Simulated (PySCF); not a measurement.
AlI₃, singlet, geometry from GFN2-xTB (such geometries of metal compounds can be far from the true shape) (core potentials on I). Base run: SVWN5/def2-SVP (PySCF).

The PySCF input:
```python
from pyscf import gto, scf, dft

mol = gto.Mole()
mol.atom = '''
    Al   -0.00000000   -0.00000000   -0.00000000
    I    -2.05711704   -1.44131268   -0.05276184
    I     0.00659413    2.22306763   -1.17039456
    I     2.05052292   -0.78175495    1.22315640
'''
mol.basis = 'def2-svp'
mol.ecp = {'I': 'def2-svp'}
mol.verbose = 4
mol.build()

mf = dft.RKS(mol)
mf.xc = 'lda,vwn'
mf.kernel()
```

Each row names what was changed in the base input (with any setting that the change needs).

```tsv
change	ΔE vs base (mEh)	fitting functions	outcome
base	0.000	-	converged
auxbasis = def2-tzvp-ri	-	-	input refused
auxbasis = cc-pvtz-jkfit	-	-	input refused
auxbasis = def2-universal-jfit	-0.161	225	converged
auxbasis = even-tempered beta=1.6	-0.012	1211	converged
auxbasis = default (with mf = mf.density_fit())	-0.161	225	converged
auxbasis = even-tempered beta=2.0	-0.345	840	converged
auxbasis = def2-svp-ri	-	-	input refused
auxbasis = cc-pvtz-ri	-	-	input refused
auxbasis = autoaux	-0.120	779	converged
```

A fitting set is made for a task (jfit for Coulomb, jkfit for Coulomb and exchange, ri for correlation) and for a family of orbital bases.

- auxbasis = def2-tzvp-ri: ended with `pyscf.lib.exceptions.BasisNotFoundError: Basis set not found for I in def2-tzvp-ri`
- auxbasis = cc-pvtz-jkfit: ended with `pyscf.lib.exceptions.BasisNotFoundError: Basis set not found for I in cc-pvtz-jkfit`
- auxbasis = def2-svp-ri: ended with `pyscf.lib.exceptions.BasisNotFoundError: Basis set not found for I in def2-svp-ri`
